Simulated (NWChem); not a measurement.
Species: NH2TeBr; SMILES N[Te]Br

```xyz
5

Te     0.3152     0.8539     0.0000
Br    -0.0424    -1.6710     0.0000
N     -1.5353     1.6056     0.0000
H     -2.0791     1.4229     0.8397
H     -2.0791     1.4229    -0.8397
```
Atoms are numbered in this order, from 1.

Program: NWChem. Coordinates come from a PBE0/def2-SVP optimisation. def2 effective core potentials on Te; no spin-orbit coupling. Level MN15/def2-SVP: energy and gradient on several grids; changes count from the extra-fine grid, which is no exact limit either.

Question: Which is the coarsest grid (xcoarse; fine; coarse; xfine; medium) from which on the energy stays within 500 μHa and each gradient component within 500 μHa/bohr of xfine?

Answer: coarse.
```json
[
 {"grid": "xcoarse", "size of the energy change (μHa)": "10000", "largest change of a gradient component (μHa/bohr)": "6000"},
 {"grid": "coarse", "size of the energy change (μHa)": "100", "largest change of a gradient component (μHa/bohr)": "80"},
 {"grid": "medium", "size of the energy change (μHa)": "< 10", "largest change of a gradient component (μHa/bohr)": "90"},
 {"grid": "fine", "size of the energy change (μHa)": "< 10", "largest change of a gradient component (μHa/bohr)": "< 30"},
 {"grid": "xfine", "size of the energy change (μHa)": "< 10", "largest change of a gradient component (μHa/bohr)": "< 30"}
]
```
